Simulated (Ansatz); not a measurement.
A structure drawn as `O=C[SiH](F)[SiH3]`, with this starting geometry:

Cartesian coordinates in Å:
```
O -0.4866 -1.7911 1.5754
C 0.4882 -1.4834 0.9976
Si 0.6647 0.2858 0.4834
F 2.1680 0.5605 -0.0539
Si -0.9182 0.7629 -1.1010
H 1.3093 -2.1670 0.7667
H 0.5612 1.2551 1.6833
H -2.2974 0.6831 -0.5166
H -0.7157 2.1012 -1.6078
H -0.7735 -0.2073 -2.2272
```

The species carries charge 0 and has multiplicity 1.

(1) Relax it with Ansatz at PBE-D4/def2-SVP and then PBE0-D4/def2-TZVP. Is the drawn bonding still there?

(2) Give the relaxed structure. (Estimate.)

Atoms count as bonded under 1.1 times the sum of their covalent radii (H–H under 0.85 Å, pairs among N, O and F under 1.55 Å), and a drawn bond as lost past 1.3 times.

Results:

(1) Yes, every drawn bond is still there and no new one forms.

(2) The calculation gave: 
Z-matrix (Å, degrees):
```
Si
C 1 1.921
Si 1 2.344 2 109.4
F 1 1.607 2 108.6 3 -121.1
H 1 1.486 2 107.0 3 122.4
O 2 1.206 1 119.0 3 -57.5
H 2 1.116 1 121.0 3 122.0
H 3 1.485 1 108.5 2 61.8
H 3 1.486 1 109.8 2 -178.3
H 3 1.486 1 109.5 2 -58.1
```
No frequency check was run.
